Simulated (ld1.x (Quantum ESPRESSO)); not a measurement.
Ranking TM potentials for N (Z = 7)

All share these settings but for the change named:

ld1.x (Quantum ESPRESSO) 7.5 input, shortened:

```
&input
   title='N', zed=7., rel=1, dft='PBESOL', iswitch=3,
   config='[He] 2s2 2p3'
 /
 &inputp
   pseudotype=2, tm=.true., lloc=0,
   nlcc=.true., rcore=0.70
 /
2
2P  2  1   3.00   0.00  2.30  2.30  0.0
2S  1  0   2.00   0.00  0.85  0.85  0.0
 &test
   configts(1)='2s2 2p3'
 /
```

Cutoff: the first of the cutoffs (Ry, on a coarse ladder) from which the occupation-weighted sum of valence levels, in a spherical-Bessel basis at the reference potential, stays within 10 and 1 mRy of its value at 400 Ry; the density cutoff is not measured.

The base gives 55 Ry.

Of 10 variants that were run, those that failed, showed a ghost or another fault, or gave nearly equal values are left out.

A variant can come out equal or close to the base.

Problem. Rank these variants from softest to hardest (loose cutoff).
A. local potential the p channel
B. wave 2s (bound): rc 0.85 bohr becomes 2s (bound): rc 1.12 bohr
C. wave 2s (bound): rc 0.85 bohr becomes 2s (bound): rc 0.56 bohr

Solution. B (45 Ry), A (55 Ry), C (260 Ry).
